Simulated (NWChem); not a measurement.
System: C₂H₂BF; SMILES C#CBF

NWChem input:

```
start job
memory heap 200 mb stack 900 mb global 1100 mb
geometry units angstroms noautoz
  B     -0.536677    -0.699538     0.000000
  C     -0.089067     0.759979     0.000000
  C      0.218382     1.938095     0.000000
  H      0.497136     2.977528     0.000000
  F      0.366589    -1.663116     0.000000
  H     -1.702544    -1.013490     0.000000
end
basis spherical
  * library 6-31g*
end
dft
  xc xperdew91 perdew91
  iterations 150
  mulliken
end
task dft energy
```

Parts of the log:

```
             Northwest Computational Chemistry Package (NWChem) 7.3.0
             --------------------------------------------------------

 CS  symmetry detected

                             Geometry "geometry" -> ""
                             -------------------------

 Output coordinates in angstroms (scale by  1.889725989 to convert to a.u.)

  No.       Tag          Charge          X              Y              Z
 ---- ---------------- ---------- -------------- -------------- --------------
    1 B                    5.0000    -0.54226521    -0.68919276     0.00000000
    2 C                    6.0000    -0.09692068     0.77101710     0.00000000
    3 C                    6.0000     0.20869971     1.94960879     0.00000000
    4 H                    1.0000     0.48584035     2.98947311     0.00000000
    5 F                    9.0000     0.36249501    -1.65136789     0.00000000
    6 H                    1.0000    -1.70764361    -1.00495362     0.00000000

 Effective nuclear repulsion energy (a.u.)      82.1622834650

      Symmetry information
      --------------------

 Group name             Cs
 Group number              2
 Group order               2
 No. of unique centers     6

  perdew91 is a nonlocal functional; adding pw91lda local functional.

                                 NWChem DFT Module
                                 -----------------

 Summary of "ao basis" -> "ao basis" (spherical)
 ------------------------------------------------------------------------------
       Tag                 Description            Shells   Functions and Types
 ---------------- ------------------------------  ------  ---------------------
 B                           6-31g*                  6       14   3s2p1d
 C                           6-31g*                  6       14   3s2p1d
 H                           6-31g*                  2        2   2s
 F                           6-31g*                  6       14   3s2p1d

      Symmetry analysis of basis
      --------------------------

        a'         44
        a"         16

            General Information
            -------------------
          SCF calculation type: DFT
          Wavefunction type:  closed shell.
          No. of atoms     :     6
          No. of electrons :    28
           Alpha electrons :    14
            Beta electrons :    14
          Charge           :     0
          Spin multiplicity:     1
          Use of symmetry is: on ; symmetry adaption is: on
          Maximum number of iterations: 150
          AO basis - number of functions:    60
                     number of shells:    28
          Convergence on energy requested:  1.00D-06
          Convergence on density requested:  1.00D-05
          Convergence on gradient requested:  5.00D-04

              XC Information
              --------------
                 Perdew 1991   Exchange Functional  1.000
                Perdew 1991 Correlation Functional  1.000 non-local
            Perdew 1991 LDA Correlation Functional  1.000 local

             Grid Information
             ----------------
          Grid used for XC integration:  medium
          Radial quadrature: Mura-Knowles
          Angular quadrature: Lebedev.
          Tag              B.-S. Rad. Rad. Pts. Rad. Cut. Ang. Pts.
          ---              ---------- --------- --------- ---------
          B                   0.85       49          10.0       434
          C                   0.70       49          10.0       434
          H                   0.35       45          11.0       434
          F                   0.50       49          11.0       434
          Grid pruning is: on
          Number of quadrature shells:   286
          Spatial weights used:  Erf1

      Superposition of Atomic Density Guess
      -------------------------------------

 Sum of atomic energies:        -200.21539389

      Non-variational initial energy
      ------------------------------

 Total energy =    -201.676778
 1-e energy   =    -436.079098
 2-e energy   =     152.240037
 HOMO         =      -0.337403
 LUMO         =      -0.024813

      Symmetry analysis of molecular orbitals - initial
      -------------------------------------------------

  Numbering of irreducible representations:

     1 a'          2 a"

  Orbital symmetries:

     1 a'          2 a'          3 a'          4 a'          5 a'
     6 a'          7 a'          8 a'          9 a'         10 a"
    11 a'         12 a'         13 a"         14 a'         15 a"
    16 a'         17 a'         18 a"         19 a'         20 a'
    21 a'         22 a'         23 a'         24 a"

     ---------------------------------------------
      Total Density - Mulliken Population Analysis
     ---------------------------------------------

    Atom       Charge   Shell Charges
 -----------   ------   -------------------------------------------------------
    1 B    5     4.36   2.00  0.58  0.98  0.47  0.26  0.08
    2 C    6     6.23   2.00  0.76  1.94  0.70  0.81  0.02
    3 C    6     6.18   2.00  0.75  1.80  0.64  0.95  0.03
    4 H    1     0.72   0.42  0.30
    5 F    9     9.46   2.00  0.95  3.45  0.97  2.08  0.01
    6 H    1     1.06   0.49  0.57

   convergence    iter        energy       DeltaE   RMS-Dens  Diis-err
 ---------------- ----- ----------------- --------- --------- ---------
 d= 0,ls=0.0,diis     1   -201.9255765841 -2.84D+02  2.31D-02  5.96D-01
 d= 0,ls=0.0,diis     2   -201.8222117160  1.03D-01  1.38D-02  1.90D+00
 d= 0,ls=0.0,diis     3   -201.9914380997 -1.69D-01  5.11D-03  9.50D-02
 d= 0,ls=0.0,diis     4   -201.9942220002 -2.78D-03  3.17D-03  4.52D-02
 d= 0,ls=0.0,diis     5   -201.9983651232 -4.14D-03  1.28D-03  1.98D-02
  Resetting Diis
 d= 0,ls=0.0,diis     6   -202.0009068459 -2.54D-03  2.35D-04  2.63D-04
 d= 0,ls=0.0,diis     7   -202.0009454329 -3.86D-05  1.02D-04  1.01D-05
 d= 0,ls=0.0,diis     8   -202.0009443581  1.07D-06  5.71D-05  1.99D-05
 d= 0,ls=0.0,diis     9   -202.0009468907 -2.53D-06  1.27D-05  1.37D-06
 d= 0,ls=0.0,diis    10   -202.0009470089 -1.18D-07  1.77D-06  2.45D-08

         Total DFT energy =     -202.000947008900
      One electron energy =     -438.582940522413
           Coulomb energy =      180.414125837993
    Exchange-Corr. energy =      -25.994415789524
 Nuclear repulsion energy =       82.162283465044

 Numeric. integr. density =       28.000001088869

                  Occupations of the irreducible representations
                  ----------------------------------------------

                     irrep           alpha         beta
                     --------     --------     --------
                     a'               12.0         12.0
                     a"                2.0          2.0

                       DFT Final Molecular Orbital Analysis
                       ------------------------------------

 Vector   12  Occ=2.000000D+00  E=-2.971143D-01  Symmetry=a'
              MO Center= -4.9D-01, -9.1D-01, -2.7D-15, r^2= 2.1D+00
   Bfn.  Coefficient  Atom+Function         Bfn.  Coefficient  Atom+Function
  ----- ------------  ---------------      ----- ------------  ---------------
    47      0.343928  5 F  px                60      0.324554  6 H  s
    48      0.286428  5 F  py                20     -0.258682  2 C  s
     3     -0.242459  1 B  px                51      0.233121  5 F  px
    59      0.232508  6 H  s                 18      0.222359  2 C  py
    52      0.197361  5 F  py                 4     -0.138876  1 B  py

 Vector   13  Occ=2.000000D+00  E=-2.696652D-01  Symmetry=a"
              MO Center=  3.5D-02,  1.2D+00, -1.7D-15, r^2= 1.6D+00
   Bfn.  Coefficient  Atom+Function         Bfn.  Coefficient  Atom+Function
  ----- ------------  ---------------      ----- ------------  ---------------
    19      0.412243  2 C  pz                33      0.401258  3 C  pz
    37      0.239364  3 C  pz                23      0.230956  2 C  pz
    49     -0.130688  5 F  pz                 5      0.103415  1 B  pz
    53     -0.099499  5 F  pz                 9      0.052903  1 B  pz

 Vector   14  Occ=2.000000D+00  E=-2.559082D-01  Symmetry=a'
              MO Center= -3.0D-02,  1.2D+00,  2.1D-15, r^2= 1.8D+00
   Bfn.  Coefficient  Atom+Function         Bfn.  Coefficient  Atom+Function
  ----- ------------  ---------------      ----- ------------  ---------------
    31      0.408880  3 C  px                17      0.390093  2 C  px
    35      0.262033  3 C  px                21      0.188086  2 C  px
    60      0.158971  6 H  s                 32     -0.115826  3 C  py
    59      0.095117  6 H  s                 36     -0.078046  3 C  py
    18     -0.077385  2 C  py                 3     -0.067521  1 B  px

 Vector   15  Occ=0.000000D+00  E=-9.096353D-02  Symmetry=a"
              MO Center= -2.3D-01,  2.1D-01, -4.2D-15, r^2= 3.0D+00
   Bfn.  Coefficient  Atom+Function         Bfn.  Coefficient  Atom+Function
  ----- ------------  ---------------      ----- ------------  ---------------
     5      0.448533  1 B  pz                37     -0.374860  3 C  pz
     9      0.372469  1 B  pz                33     -0.354435  3 C  pz
    49     -0.233689  5 F  pz                53     -0.207529  5 F  pz
    23      0.188096  2 C  pz                19      0.140939  2 C  pz
    25     -0.034647  2 C  d -1

 Vector   16  Occ=0.000000D+00  E=-1.094052D-02  Symmetry=a'
              MO Center= -2.1D-02,  1.0D+00, -1.1D-16, r^2= 2.6D+00
   Bfn.  Coefficient  Atom+Function         Bfn.  Coefficient  Atom+Function
  ----- ------------  ---------------      ----- ------------  ---------------
    35      0.543914  3 C  px                21     -0.461121  2 C  px
    31      0.410840  3 C  px                17     -0.389044  2 C  px
    60     -0.253319  6 H  s                 50      0.224361  5 F  s
     8      0.222894  1 B  py                 7     -0.208446  1 B  px
    22      0.166646  2 C  py                36     -0.157400  3 C  py

[...]
```

Level: PW91/6-31G* (spherical d). Structure relaxed at the PBE0/def2-SVP level.
